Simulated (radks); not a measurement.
Results of a calculation; reference values are marked as such.
Task: Au4+, configuration [Xe] 4f14 5d7. Code: a radial shooting solver on a logarithmic mesh with Libxc functionals. Model: scalar-relativistic Kohn-Sham, PBE, spin-polarised, spherical densities, point nucleus; open shells are filled with parallel spins first (spin-orbit coupling, left out, can overturn this in heavy ions). Some entries of the table are withheld. Estimate them.

orbital,occ.,eigenvalue (eV),<r^2> (bohr^2)
1s down,1,-80841.72,0.0003929
1s up,1,-80841.71,0.0003929
2s up,1,-14307.25,0.005992
2s down,1,-14306.99,0.005992
2p up,3,-12373.74,0.005047
2p down,3,-12373.53,0.005047
3s up,1,-3417.335,0.03864
3s down,1,-3417.237,0.03864
3p up,3,-2856.646,0.03974
3p down,3,-2856.536,0.03974
3d up,5,-2258.434,0.03292
3d down,5,-2258.245,0.03292
4s up,1,-783.2284,0.1869
4s down,1,-782.9777,0.1869
4p up,3,-599.3983,0.2136
4p down,3,-599.1661,0.2136
4d up,5,-378.8971,0.2427
4d down,5,-378.6271,0.2425
5s up,1,(1),0.9533
5s down,1,(2),0.9464
4f up,7,-134.1166,0.3010
4f down,7,-133.7284,0.2989
5p up,3,-112.1658,(3)
5p down,3,-110.0156,(4)
5d up,5,-56.0393,(5)
5d down,2,-53.6442,(6)

Result: 
(1) 5s up eigenvalue (eV): -161.3026
(2) 5s down eigenvalue (eV): -159.5526
(3) 5p up <r^2> (bohr^2): 1.255
(4) 5p down <r^2> (bohr^2): 1.247
(5) 5d up <r^2> (bohr^2): 2.179
(6) 5d down <r^2> (bohr^2): 2.209
